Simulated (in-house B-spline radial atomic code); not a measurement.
Configurations of Sb4+, with energies counted from [Kr] 4d10 5s1. Computed with an all-electron radial atomic-structure program (B-spline basis): scalar-relativistic (X2C) HSE06, spin-polarised, spherical fractional occupations, exact exchange averaged over the configuration, Fermi nucleus of rms radius 4.6802 fm. Shells without spins written out take the highest spin.

Occupations are held fixed; configurations that lie above the ionisation limit could autoionise.

```csv
configuration,E - E(ref) (eV),highest orbital,its <r> (bohr)
[Kr] 4d10 6p1,31.527,6p up,4.248
[Kr] 4d9 5s1 5p1,37.862,5p up,2.155
[Kr] 4d9 5s1 6f1,73.25,6f up,7.402
[Ar] 3d10 4s2 4p5 4d10 5s1 6p1,132.91,6p up,4.151
[Ar] 3d9 4s2 4p6 4d10 5s1 6d1,564.87,6d up,5.098
```

Question: Order these further configurations by energy, lowest first.
A. [Ar] 3d10 4s2 4p5 4d10 5s1 5d1
B. [Ar] 3d9 4s2 4p6 4d10 5s1 6f1
C. [Kr] 4d9 5s1 6p1
D. [Kr] 4d10 6s1
E. [Ar] 3d10 4s2 4p5 4d10 5s1 5p1

Answer: D (27.566 eV), C (60.869 eV), E (109.81 eV), A (125.61 eV), B (571.37 eV).

Question: How far above the reference does [Kr] 4d10 6f1 lie?

Answer: 43.82 eV; its least bound orbital is 6f up with <r> = 7.704 bohr.
